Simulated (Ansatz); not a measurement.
One change: `NB(F)S` becomes `NB(F)[TeH]`.

Ansatz, PBE0-D4/def2-TZVP geometries, multiplicity 1. Each molecule was computed in one conformer, which needn't be the lowest.

Elements past krypton have def2 core potentials.

```csv
property,`NB(F)S`
HOMO–LUMO gap (PBE0/def2-TZVPP) / eV,7.85
LUMO energy (B3LYP/def2-TZVPP) / eV,0.11
HOMO–LUMO gap (ωB97M-V/def2-TZVPP) / eV,11.55
LUMO energy (ωB97M-V/def2-TZVPP) / eV,1.95
LUMO energy (PBE/def2-TZVPP) / eV,-0.43
HOMO–LUMO gap (B3LYP/def2-TZVPP) / eV,7.25
```

Task: What does the change do to each property? (An estimate is asked.)

Result: Ansatz gave: 
| property | `NB(F)[TeH]` | shift |
| --- | --- | --- |
| HOMO–LUMO gap (PBE0/def2-TZVPP) / eV | 6.07 | -1.78 |
| LUMO energy (B3LYP/def2-TZVPP) / eV | -0.63 | -0.74 |
| HOMO–LUMO gap (ωB97M-V/def2-TZVPP) / eV | 9.94 | -1.61 |
| LUMO energy (ωB97M-V/def2-TZVPP) / eV | 1.43 | -0.52 |
| LUMO energy (PBE/def2-TZVPP) / eV | -1.20 | -0.77 |
| HOMO–LUMO gap (B3LYP/def2-TZVPP) / eV | 5.59 | -1.66 |

With PBE0 the HOMO rises by 0.95 eV and the LUMO falls by 0.83 eV, so the gap narrows by about 1.78 eV. PBE moves the HOMO by 0.73 eV and ωB97M-V by 1.08 eV.

B3LYP here is the variant with VWN-RPA as its local correlation; programs differ in this.

Spin–orbit coupling is left out; it splits and shifts lone-pair levels of the heavy atoms by tenths of an eV.
